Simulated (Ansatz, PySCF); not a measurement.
Constitutional and geometric isomers with formula CH3NO. Isolated molecules, 0 K electronic values unless said otherwise. One relaxed conformer stands for each flexible species; it need not be the lowest. Strings in code marks are SMILES.

Quantity: electronic energy of isomers of CH3NO relative to `NC=O`, in kcal/mol.

Level 1: composite: frozen-core CCSD(T) with HF/cc-pVQZ and the correlation energy extrapolated as X^-3 from cc-pVTZ and cc-pVQZ, plus CCSDT(Q) minus CCSD(T) in cc-pVDZ // PBE0-D3(BJ)/def2-TZVP (Ansatz, an electronic-structure program)
Level 2: frozen-core CCSD(T)/6-31g // PBE0-D3(BJ)/def2-TZVP (Ansatz)
Level 3: HSE06/cc-pVTZ // PBE0-D3(BJ)/def2-TZVP (Ansatz)
Level 4: BP86/6-31G* // PBE0-D3(BJ)/def2-TZVP (PySCF)

```json
[
 {"species": "`[H]/N=C\\O` (N–C–O–H torsion 0°)", "level 2": "21.0", "level 3": "15.8", "level 4": "17.2"}
]
```

Question: What does level 1 give for each?

Answer: 
- `[H]/N=C\O` (N–C–O–H torsion 0°): 14.0
